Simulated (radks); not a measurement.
Results of a calculation; reference values are marked as such.
W9+, 65 electrons, occupied as [Kr] 4d10 4f14 5s2 5p3. Code: a radial shooting solver on a logarithmic mesh with Libxc functionals. Model: Dirac Kohn-Sham, PBE, spin-unpolarised, spherical densities, finite nucleus; open shells fill j = l - 1/2 first; Fermi nuclear charge, rms radius 5.3658 fm.

Normalised radial functions P(r) = r R(r) (large component), r in bohr:

| r | 4f5/2 | 5p3/2 |
|---|---|---|
| 0.00303 | 0.0000 | 0.0093 |
| 0.003977 | 0.0000 | 0.0151 |
| 0.005221 | 0.0000 | 0.0243 |
| 0.006908 | 0.0000 | 0.0390 |
| 0.009067 | 0.0001 | 0.0607 |
| 0.0119 | 0.0002 | 0.0918 |
| 0.01562 | 0.0005 | 0.1339 |
| 0.0205 | 0.0013 | 0.1859 |
| 0.02691 | 0.0032 | 0.2405 |
| 0.03533 | 0.0081 | 0.2807 |
| 0.04637 | 0.0195 | 0.2770 |
| 0.06086 | 0.0451 | 0.1943 |
| 0.07989 | 0.0983 | 0.0148 |
| 0.1049 | 0.1996 | -0.2225 |
| 0.1376 | 0.3714 | -0.3934 |
| 0.1807 | 0.6228 | -0.3321 |
| 0.2371 | 0.9246 | 0.0193 |
| 0.3113 | 1.1953 | 0.4568 |
| 0.4086 | 1.3264 | 0.5882 |
| 0.5406 | 1.2483 | 0.1734 |
| 0.7096 | 0.9999 | -0.5320 |
| 0.9314 | 0.6759 | -1.0445 |
| 1.222 | 0.3714 | -1.0474 |
| 1.605 | 0.1542 | -0.6562 |
| 2.106 | 0.0438 | -0.2529 |
| 2.765 | 0.0073 | -0.0536 |
| 3.629 | 0.0006 | -0.0053 |

4f5/2: eigenvalue -173.23 eV, 0 radial nodes, <r> = 0.582 bohr, 90 % of the charge inside 0.951 bohr. 5p3/2: eigenvalue -168.20 eV, 3 radial nodes at r = 0.0813, 0.234, 0.580 bohr, <r> = 1.15 bohr, 90 % of the charge inside 1.64 bohr.
